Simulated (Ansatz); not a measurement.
One change: `Br[SiH]1CC1` becomes `F[C@H]1C[Si@@H]1Br`.

Ansatz, PBE0-D4/def2-TZVP geometries, multiplicity 1. 

Scalar relativity is left out up to krypton.

| property | `Br[SiH]1CC1` |
| --- | --- |
| HOMO energy (ωB97M-V/def2-TZVPP) / eV | -9.21 |
| size of the dipole moment (ωB97M-V/def2-TZVPP) / D | 1.25 |
| HOMO–LUMO gap (PBE/def2-TZVPP) / eV | 4.95 |
| HOMO–LUMO gap (PBE0/def2-TZVPP) / eV | 7.03 |
| HOMO energy (PBE/def2-TZVPP) / eV | -5.91 |
| HOMO energy (B3LYP/def2-TZVPP) / eV | -6.85 |

Q: What does the change do to each property? (Estimate.)

A: The calculation gave: 
```tsv
property	`F[C@H]1C[Si@@H]1Br`	shift
HOMO energy (ωB97M-V/def2-TZVPP) / eV	-9.38	-0.17
size of the dipole moment (ωB97M-V/def2-TZVPP) / D	1.13	-0.12
HOMO–LUMO gap (PBE/def2-TZVPP) / eV	4.71	-0.24
HOMO–LUMO gap (PBE0/def2-TZVPP) / eV	6.87	-0.16
HOMO energy (PBE/def2-TZVPP) / eV	-5.98	-0.07
HOMO energy (B3LYP/def2-TZVPP) / eV	-7.02	-0.17
```

With PBE0 the HOMO falls by 0.16 eV and the LUMO falls by 0.33 eV, so the gap narrows by about 0.17 eV. PBE moves the HOMO by -0.07 eV and ωB97M-V by -0.17 eV. Dipoles are sizes alone; their direction can turn.

B3LYP here is the variant with VWN-RPA as its local correlation; programs differ in this.

Spin–orbit coupling is left out; it splits and shifts lone-pair levels of the heavy atoms by tenths of an eV.
